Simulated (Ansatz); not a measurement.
**Redistribution: CH2BrCl + C2H4FI → CH2BrI + C2H4ClF**

Species: CH2BrCl (bromochloromethane) `ClCBr`, singlet; C2H4FI (1-fluoro-2-iodoethane) `FCCI`, singlet; CH2BrI (bromoiodomethane) `BrCI`, singlet; C2H4ClF (1-chloro-2-fluoroethane) `FCCCl`, singlet. The partners trade Cl for I; both sit on C, so the bond types are kept.

Shapes, held fixed at every level: PBE0-D4/def2-TZVP. Flexible molecules stand in one conformer, not always the lowest. Programs: Ansatz 0.2.0. The zero-point and thermal change to 298 K, harmonic and unscaled (PBE0-D4/def2-TZVP), is -0.5 kJ/mol.

```
             level                    kind  ΔH(298 K) (kJ/mol)  less CCSD(T)/def2-TZVPP
PBE0-D4/def2-TZVPP           global hybrid                +4.9                     -0.9
wB97X-V/def2-TZVPP  range-separated hybrid                +4.6                     -1.2
 B2PLYP/def2-TZVPP           double hybrid                +5.1                     -0.7
      MP2/def2-SVP     perturbation theory                +3.7                     -2.1
     CCSD/def2-SVP   coupled cluster or CI                +3.4                     -2.4
   CCSD/def2-TZVPP   coupled cluster or CI                +5.4                     -0.4
CCSD(T)/def2-TZVPP   coupled cluster or CI                +5.8                      0.0
```

The highest level, CCSD(T)/def2-TZVPP, gives ΔH(298 K) = +5.8 kJ/mol; the levels span +3.4 to +5.8. The column of differences is taken from that level and isn't an error. No measured value is set beside it here. For atoms past krypton def2 sets carry core potentials with scalar relativity. Relativity is left out for Br unless named. Correlated rows may include outer-core shells of Br, I, which these sets cover unevenly.
